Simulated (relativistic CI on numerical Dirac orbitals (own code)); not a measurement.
**Nb6+: calculation against measurement**

Method of calculation: Dirac-Coulomb-Breit CI, KLI orbitals optimised for each configuration, model QED (radiative potential, 1s self-energy scaled to tabulated hydrogen-like ionisation energies), unscaled Slater integrals (own radial code, finite nucleus).

Configurations in the expansion (outside the closed core [Ar] 3d10): 4s2 4p5, 4s 4p6, 4s2 4p4 4d, 4s 4p5 4d, 4s2 4p4 4f, 4s2 4p4 5s, 4s 4p5 4f, 4s2 4p4 5p, 4s2 4p4 5d, 4p6 4d, 4s 4p4 4d2, 4s2 4p4 6s, 4s2 4p3 4d 4f, 4p5 4d2, 4p4 4d3, 4p4 4d2 4f, 4p4 4d2 5s. Double excitations out of closed p, d and f shells are left out; levels of such configurations are missing from the list, as are those of other unlisted configurations, and high levels can miss mixing partners. These lack a partner that the ground configuration has and come out too high: 4s2 4p4 5p, 4s2 4p4 5d, 4s2 4p4 6s.

| Configuration | Term (tabulated) | J | Measured (cm⁻¹) | Computed | Error | Purity (%) |
| --- | --- | --- | --- | --- | --- | --- |
| 4s2 4p5 | 2P° | 3/2 | 0.0 | 0 | 0 | 99 |
| 4s2 4p5 | 2P° | 1/2 | 19185.0 | 19051 | -134 | 99 |
| 4s 4p6 | 2S | 1/2 | 212501.0 | 197140 | -15361 | 75 |
| 4s2 4p4 5s | 4P | 1/2 | 426310.0 | 459332 | 33022 | 90 |
| 4s2 4p4 5s | 2D † | 5/2 | 455071.0 | 480097 | 25026 | 92 |
| 4s2 4p4 5s | 2P | 1/2 | 458824.0 | 468898 | 10074 | 94 |
| 4s2 4p4 5s | 2D † | 3/2 | 464153.0 | 480927 | 16774 | 87 |
| 4s2 4p4 5s | 2S | 1/2 | 506552.0 | 516980 | 10428 | 85 |

Measured levels from Moore, Atomic Energy Levels, vol. II, NSRDS-NBS 35 (1971 reprint of NBS Circular 467, 1952); pairs were made by configuration, J and term (by order where the table uses no LS term), so strongly mixed levels may be paired wrongly. The analysis dates from before 1960.

Mean error by configuration (cm⁻¹): 4s2 4p5 -134; 4s 4p6 -15361; 4s2 4p4 5s 17841. Over the excited levels the mean absolute error is 13804 cm⁻¹ (7 of the 8 excited levels that our extract of the source holds in range could be paired, and the others can miss by more), and the median relative error of those above 1,000 cm⁻¹ is 2.2 %. † marks terms whose computed intervals miss the measured ones by more than a factor of 2.5, or configurations far off the rest, from wrong mixing, a near crossing or a doubtful label or measurement; they are left out of the means.
